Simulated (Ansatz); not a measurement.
`C[N](C)[Sc]([F])[N](C)C`. Charge 0, multiplicity 1. The geometry is a stationary point of PBE0-D4/def2-TZVP. It is one conformer, not always the lowest.

```xyz
20

C     1.636    2.494   -0.835
N     1.147    1.147   -0.658
C     1.977    0.192   -1.341
Sc   -0.490    0.850    0.429
F    -1.347    2.332    1.176
N    -1.257   -0.954    0.756
C    -2.458   -1.073    1.549
C    -0.793   -2.241    0.310
H     1.000    3.217   -0.312
H     2.659    2.615   -0.444
H     1.662    2.787   -1.896
H     1.603   -0.827   -1.206
H     3.015    0.210   -0.974
H     2.019    0.384   -2.425
H    -3.281   -1.537    0.984
H    -2.807   -0.090    1.886
H    -2.299   -1.690    2.447
H     0.118   -2.148   -0.289
H    -0.562   -2.910    1.154
H    -1.542   -2.757   -0.311
```

Q: What is the dipole moment at ωB97M-V/def2-TZVPP? (Best estimate.)

A: Computed: 1.98 D, with components (0.91, -1.57, -0.79) D in this frame, pointing from negative to positive charge.

Q: And with PBE, r2SCAN, B3LYP? (Estimate.)

A: Ansatz gave: PBE 2.03 D, r2SCAN 2.05 D, B3LYP 2.07 D.

Q: Give the Mulliken charges with ωB97M-V, r2SCAN, B3LYP in def2-TZVPP. (An estimate is asked.)

A: Ansatz gave: 
```json
{"atom": "C1", "ωB97M-V": "-0.22", "r2SCAN": "-0.03", "B3LYP": "-0.16"}
{"atom": "N2", "ωB97M-V": "-0.26", "r2SCAN": "-0.27", "B3LYP": "-0.27"}
{"atom": "C3", "ωB97M-V": "-0.22", "r2SCAN": "-0.04", "B3LYP": "-0.15"}
{"atom": "Sc4", "ωB97M-V": "0.62", "r2SCAN": "0.71", "B3LYP": "0.71"}
{"atom": "F5", "ωB97M-V": "-0.45", "r2SCAN": "-0.46", "B3LYP": "-0.47"}
{"atom": "N6", "ωB97M-V": "-0.26", "r2SCAN": "-0.27", "B3LYP": "-0.27"}
{"atom": "C7", "ωB97M-V": "-0.22", "r2SCAN": "-0.03", "B3LYP": "-0.16"}
{"atom": "C8", "ωB97M-V": "-0.22", "r2SCAN": "-0.04", "B3LYP": "-0.15"}
{"atom": "H9", "ωB97M-V": "0.10", "r2SCAN": "0.04", "B3LYP": "0.09"}
{"atom": "H10", "ωB97M-V": "0.10", "r2SCAN": "0.03", "B3LYP": "0.08"}
{"atom": "H11", "ωB97M-V": "0.10", "r2SCAN": "0.03", "B3LYP": "0.08"}
{"atom": "H12", "ωB97M-V": "0.09", "r2SCAN": "0.03", "B3LYP": "0.07"}
{"atom": "H13", "ωB97M-V": "0.11", "r2SCAN": "0.04", "B3LYP": "0.08"}
{"atom": "H14", "ωB97M-V": "0.11", "r2SCAN": "0.04", "B3LYP": "0.08"}
{"atom": "H15", "ωB97M-V": "0.10", "r2SCAN": "0.03", "B3LYP": "0.08"}
{"atom": "H16", "ωB97M-V": "0.10", "r2SCAN": "0.04", "B3LYP": "0.09"}
{"atom": "H17", "ωB97M-V": "0.10", "r2SCAN": "0.03", "B3LYP": "0.08"}
{"atom": "H18", "ωB97M-V": "0.09", "r2SCAN": "0.03", "B3LYP": "0.07"}
{"atom": "H19", "ωB97M-V": "0.11", "r2SCAN": "0.04", "B3LYP": "0.08"}
{"atom": "H20", "ωB97M-V": "0.11", "r2SCAN": "0.04", "B3LYP": "0.08"}
```

B3LYP here is the variant with VWN-RPA as its local correlation; programs differ in this.
